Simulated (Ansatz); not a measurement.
Reaction (formal exchange of groups at the Si–N bond): `OC(O)N[SiH3]` + `CO[SiH](O)Cl` → `CO[Si](O)([SiH3])Cl` + `NC(O)O`

Isolated molecules relaxed with PBE0-D4/def2-TZVP in Ansatz; ΔE leaves out vibrations. CBS: MP2 limit from def2 TZ/QZ plus the TZ coupled-cluster correction, frozen cores. DFT in def2-TZVPP. Each species was taken in one conformer, which may not be the lowest.

Task: Is it downhill or uphill in electronic energy at CCSD(T)/CBS, and by how much? (Estimate.)

Result: The calculation gave: Uphill: ΔE = +43.3 kJ/mol.

Task: What do these levels give: ωB97X-V, PBE, r2SCAN, HF/def2-TZVPP, CCSD(T)/def2-TZVPP, CCSD/CBS(def2)? (Best estimate.)

Result: Ansatz gave: ωB97X-V 40.8, PBE 24.5, r2SCAN 38.1, HF/def2-TZVPP 61.9, CCSD(T)/def2-TZVPP 44.1, CCSD/CBS(def2) 46.0 kJ/mol.

Largest T1 diagnostic among the species: 0.012.

The D4 term adds −3.7 kJ/mol with B3LYP and −2.3 kJ/mol with PBE0; it sums over pairs of atoms, weighted by their polarisabilities, and B3LYP, whose exchange is more repulsive, gets the larger term. From PBE to PBE0 (25 % exact exchange), in def2-TZVPP and without D4, ΔE moves by +7.0 kJ/mol.

B3LYP here is the variant with VWN-RPA as its local correlation; programs differ in this.
